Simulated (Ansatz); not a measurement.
`OBB(F)[SiH3]`, charge 0, multiplicity 1.

Task: Give a relaxed structure at PBE0-D4/def2-TZVP (Ansatz). (Estimate.)

Result: The calculation gave: 
Z-matrix (Å, degrees):
```
Si
B 1 2.051
H 1 1.493 2 108.3
H 1 1.489 2 113.0 3 -119.9
H 1 1.489 2 111.0 3 117.4
B 2 1.706 1 122.8 3 -82.2
F 2 1.333 1 116.9 3 94.2
O 6 1.354 2 119.5 1 -87.8
H 6 1.209 2 121.4 1 89.0
H 8 0.961 6 113.8 2 177.7
```
This is one stationary point; other conformers may exist.
